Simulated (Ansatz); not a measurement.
Consider the ligand exchange at the Si–C bond: `O[SiH](O)C#[C][GeH3]` + `O[SiH](O)F` → `O[SiH](O)O[SiH](O)F` + `C#[C][GeH3]`.

Computed with Ansatz on PBE0-D4/def2-TZVP structures; ΔE is electronic, products minus reactants. CBS: MP2 limit from def2 TZ/QZ plus the TZ coupled-cluster correction, frozen cores. This one scheme is used for every species. DFT in def2-TZVPP. For Ge outer-core shells are correlated without core-valence functions, which leaves a few kJ/mol of doubt a bond. Scalar relativity is left out up to krypton. Each species was taken in one conformer, which may not be the lowest.

| level | ΔE (kJ/mol) |
| --- | --- |
| ωB97M-V | -97.7 |
| SCS-MP2/def2-QZVPP | -95.7 |

Question: What does CCSD(T)/CBS give? (An estimate is asked.)

Answer: The calculation gave: -96.3 kJ/mol. The listed levels differ from it by -1.4, 0.6 kJ/mol.

Largest T1 diagnostic among the species: 0.012.

From PBE to PBE0 (25 % exact exchange), in def2-TZVPP and without D4, ΔE moves by −6.8 kJ/mol. The D4 term adds −4.2 kJ/mol with B3LYP and −2.3 kJ/mol with PBE0; it sums over pairs of atoms, weighted by their polarisabilities, and B3LYP, whose exchange is more repulsive, gets the larger term. In def2-TZVPP, CCSD(T) changes the Hartree–Fock value by +12.6 kJ/mol (the triples alone add +2.9 kJ/mol) and MP2 by +15.5 kJ/mol.

B3LYP here is the variant with VWN-RPA as its local correlation; programs differ in this.
